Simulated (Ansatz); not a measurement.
Geometry optimisation, Ansatz 0.2.0, UKS PBE0-D4/def2-mTZVP.

input.yaml

```yaml
crystal:
  periodic: [false, false, false]
  atoms:
    - { symbol: S, position_ang: [1.2217, -0.903, 0.557] }
    - { symbol: Ge, position_ang: [-0.3722, 0.6481, 0.0166] }
    - { symbol: H, position_ang: [0.1701, -1.752, 1.0182] }
    - { symbol: H, position_ang: [-0.11485, 1.88876, 0.81512] }
    - { symbol: H, position_ang: [-1.77195, 0.10152, 0.42077] }
magnetization:
  spin_polarized: true
  initial_magnetization: 1
basis:
  gaussian: { orbitals: def2-mTZVP }
hamiltonian:
  xc: pbe0
  dispersion: d4
relax:
  f_tol: 0.015
  max_steps: 40
output:
  orbitals: {}
```

Launched with:

```bash
$ ansatz run input.yaml --threads 1 --pin off --max-ram 2048MiB --backend cpu --events-out ev --progress --plain --runs-dir out
```

Question: Where does it end, and by what steps?

Answer: It converged. After 8 steps the energy has fallen by 0.201 eV; H3 moved furthest, 0.47 Å.

| step | energy less start (eV) | largest force component (eV/Å) | accepted |
| --- | --- | --- | --- |
| 0 | 0.0000 | 1.904 | yes |
| 1 | -0.0892 | 0.844 | yes |
| 2 | -0.1369 | 0.378 | yes |
| 3 | -0.1810 | 0.290 | yes |
| 4 | -0.1800 | 0.277 | no |
| 5 | -0.1896 | 0.261 | yes |
| 6 | -0.1990 | 0.107 | yes |
| 7 | -0.2008 | 0.022 | yes |
| 8 | -0.2009 | 0.004 | yes |

```xyz
5
Properties=species:S:1:pos:R:3
S 1.055 -0.817 0.959
Ge -0.432 0.577 0.061
H 0.382 -1.947 0.642
H -0.019 1.966 0.603
H -1.853 0.204 0.564
```

Time of the run: 27 s on 1 thread of Arm Neoverse V2, with other jobs on the host, peak memory 0.24 GiB.
